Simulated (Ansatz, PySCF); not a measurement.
C2H5ClSi2, SMILES C#C[Si@@H]([SiH3])Cl. Atoms are numbered in the order given.

```xyz
10

C      2.2394     1.9122    -0.2308
C      1.4488     1.0360     0.0671
Si     0.1998    -0.2215     0.5149
Si    -1.9370     0.7254     0.4014
Cl     0.2682    -1.7804    -0.8567
H      2.9439     2.6816    -0.4947
H      0.5320    -0.7785     1.8556
H     -2.1631     1.2178    -0.9899
H     -2.9614    -0.3074     0.7417
H     -2.0413     1.8658     1.3621
```

Geometry optimised at PBE0-D3(BJ)/def2-SVP. The structure was generated by enumeration; whether it is a known compound was not checked.

Two levels are set side by side: PBE-D3(BJ)/def2-SVP (Ansatz, a quantum-chemistry and plane-wave program) and PBE0-D3(BJ)/def2-SVP (Ansatz). Each level has its own optimised geometry; the coordinates shown are those of the second. Frequencies come from the Hessian of PySCF at each geometry. Differences are taken from unrounded values.

```csv
quantity,PBE0-D3(BJ),PBE-D3(BJ),PBE-D3(BJ) minus PBE0-D3(BJ)
mean bond length (Å),1.612,1.622,0.010
bond C1–C2 (Å),1.217,1.229,0.012
bond C2–Si3 (Å),1.828,1.833,0.005
bond Si3–Si4 (Å),2.340,2.349,0.009
bond Si3–Cl5 (Å),2.078,2.093,0.015
bond C1–H6 (Å),1.076,1.083,0.007
bond Si3–H7 (Å),1.489,1.501,0.012
bond Si4–H8 (Å),1.493,1.503,0.010
bond Si4–H9 (Å),1.494,1.504,0.010
bond Si4–H10 (Å),1.495,1.505,0.010
highest harmonic wavenumber (cm⁻¹),3473,3389,-84
mean harmonic wavenumber (cm⁻¹),1004,969,-35
zero-point energy (kcal/mol),34.45,33.26,-1.19
```

Exact exchange shortens and stiffens bonds; PBE has none. Differences between two approximate levels are no errors against the true value.
